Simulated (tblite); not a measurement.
Compound: H₆OSeSi₂ (charge +1 and doublet state).
SMILES with atom numbers: `[OH:1][SiH2:2][Se+:3][SiH3:4]` (hydrogens: H5 on O1; H6, H7 on Si2; H8, H9, H10 on Si4)

Computed with GFN2-xTB (tblite), gas phase: L-BFGS steps from a force-field or distance-geometry start until the largest atomic force falls under 0.01 eV/Å.

Geometry at step 2:
```
atom  x, y, z in Å
O1     -1.7417    0.7755    0.3180
Si2    -1.3418   -0.3426   -0.6960
Se3     0.3667   -1.6503    0.4127
Si4     1.8024    0.2229    0.4198
H5     -2.1017    0.4781    1.1539
H6     -0.7145    0.1327   -1.9144
H7     -2.3953   -1.2883   -0.9693
H8      2.0016    0.6121   -0.9714
H9      1.1234    1.2703    1.1691
H10     3.0099   -0.2056    1.0550
```

**Question.** Give the atomic forces at this geometry.

**Answer.** 
```csv
atom,Fx (eV/Å),Fy (eV/Å),Fz (eV/Å)
O1,-0.127,0.741,1.050
Si2,-0.077,-1.165,-1.683
Se3,0.123,0.013,-0.024
Si4,0.271,0.437,-0.067
H5,-0.253,0.491,0.301
H6,0.155,0.229,0.146
H7,-0.150,-0.316,0.069
H8,-0.126,-0.111,-0.123
H9,-0.213,-0.002,0.064
H10,0.397,-0.317,0.266
```

The largest, 2.05 eV/Å, acts on Si2; the rms over all components is 0.490 eV/Å. The forces sum to zero within rounding, as they must for an isolated molecule in no field.

**Question.** Give the force on Si2 in Eh/bohr and in nN.

**Answer.** 2.048 eV/Å ÷ 51.422 = 0.03983 Eh/bohr, and 2.048 eV/Å × 1.602 = 3.28 nN.

**Question.** How far is this geometry from the end of the optimisation?

**Answer.** 0.390 eV above it, and 0.803 Å rms away after alignment. The bonds farthest from their final lengths, with half the difference of the two atoms' forces along the bond (positive lengthens):

```
   bond  now (Å)  final (Å)  force along bond (eV/Å)
Se3–Si4    2.360      2.405                    +0.21
 O1–Si2    1.561      1.603                    +1.58
Si4–H10    1.430      1.458                    +0.24
Si2–Se3    2.420      2.402                    +0.13
 Si2–H7    1.442      1.453                    -0.42
 Si2–H6    1.450      1.454                    -0.49
```

The angle farthest from its final value is Si2–Se3–Si4, 90.1° against 110.4°.

Of the 5 listed bonds off by 0.010 Å or more, this force points towards the final length in 3.

What follows is the cost of the whole relaxation. On an Arm Neoverse N1 with one thread, no GPU, shared host, this took 0.92 s.
